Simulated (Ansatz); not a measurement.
`P[Se][SiH2][SeH]`, relaxed with RKS PBE-D4/def2-SVP in Ansatz 0.2.0 from a rough embedded geometry. The force threshold is 0.03 eV/Å; the program also tests the step.

Charge 0, multiplicity 1.

Start:

```xyz
9

P    -1.204   -2.020   -0.236
Se   -0.420   -0.772    1.425
Si    0.669    0.544   -0.092
Se    1.777    2.279    1.081
H    -2.156   -2.761    0.562
H    -2.234   -1.054   -0.698
H    -0.313    1.204   -0.967
H     1.613   -0.195   -0.835
H     2.267    2.775   -0.240
```

By how much does the energy fall, and how many steps does the optimiser take? (An estimate is asked.)

Ansatz gave: 39.23 kJ/mol, in 32 steps, 4 of them rejected.

Which bonds change most? (An estimate is asked.)

Computed: P1–Se2 from 2.220 to 2.314 Å; Si3–H8 from 1.410 to 1.503 Å; Si3–Se4 from 2.369 to 2.296 Å; P1–H6 from 1.485 to 1.442 Å.

Give the relaxed structure. (Estimate.)

The calculation gave: 
```xyz
9

P    -1.659   -1.564   -0.384
Se   -0.488   -0.328    1.184
Si    1.045    0.442   -0.353
Se    2.281    2.101    0.644
H    -1.693   -2.786    0.381
H    -2.971   -1.172    0.065
H     0.325    0.914   -1.586
H     2.063   -0.596   -0.732
H     1.097    2.989    0.782
```
